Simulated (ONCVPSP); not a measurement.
**platinum: one change to an ONCV potential, before and after**

```
Element                 : Pt
Generator               : ONCVPSP 4.0.1
Type                    : optimised norm-conserving Vanderbilt (ONCV)
Functional              : LDA (Perdew-Wang 92)
Relativity              : scalar-relativistic
Frozen core             : [Kr] 4d10 4f14 5s2
Valence charge          : 16
Reference configuration : 5p6 5d9 6s0.75 6p0.25
Partial waves           : 6s: rc 2.30 bohr, ncon 3, nbas 7, qcut 2.4 1/bohr, 2 projectors, debl 1.9 Ha; 5p+6p: rc 1.70 bohr, ncon 4, nbas 8, qcut 9.3 1/bohr, 2 projectors; 5d: rc 1.80 bohr, ncon 4, nbas 8, qcut 7 1/bohr, 2 projectors, debl 2.3 Ha
Local potential         : polynomial inside 1.55 bohr (lpopt 5, dvloc0 -1 Ha)
Core correction         : Teter function fitted to the true core (icmod 2), fcfact 0.3
```

Change: fully relativistic.

Cutoffs: the cutoffs (Ha) at which the residual kinetic energy of the hardest occupied pseudo-wave falls to 1 and 0.1 mHa per electron; they do not see the model core or the augmentation charge, which bear on the density cutoff. Errors are all-electron minus pseudo energies relative to the spin-unpolarised reference configuration.

**Question.** How do hardness, ghosts and transferability respond?

**Answer.** The potential gets neither clearly harder nor softer (23 Ha and 30 Ha → 24 Ha and 30 Ha); both files keep a bound ghost (s); of the 3 tests that both files solve, the error grows in 1 and shrinks in 2 by more than 15 % and 0.3 meV (median size 4.5 → 1.4 meV).

```tsv
quantity	base	changed
cutoff, loose	23 Ha	24 Ha
cutoff, tight	30 Ha	30 Ha
loose cutoff by channel	s 11 Ha, p 23 Ha, d 19 Ha	s 11 Ha, p 24 Ha, d 19 Ha
bound ghosts	s	s
GHOST(+) flags under 300 eV	none	none
tests with a reliable result	3 of 4	3 of 4
error for 5p6 5d9 6s1 6p0, meV [ΔE -1.26 → -1.25 eV]	-0.2	-0.6
error for 5p6 5d9 6s0 6p0, meV [ΔE 8.28 → 8.30 eV]	-5.1	-2.0
error for 5p6 5d10 6s0 6p0, meV [ΔE -1.21 → -1.22 eV]	-4.5	-1.4
s: phases at 2.34 bohr within 0.05 rad from the reference energy up to (Ha; the scan ends near 5)	3.2	3.2
rms error of d²Exc/dni dnj with the model core, mHa	0.62	4.32
```

 A true bound ghost makes a file unfit for plane-wave use even where its test errors are small: the radial tests pick states by their node count and pass the ghost by.
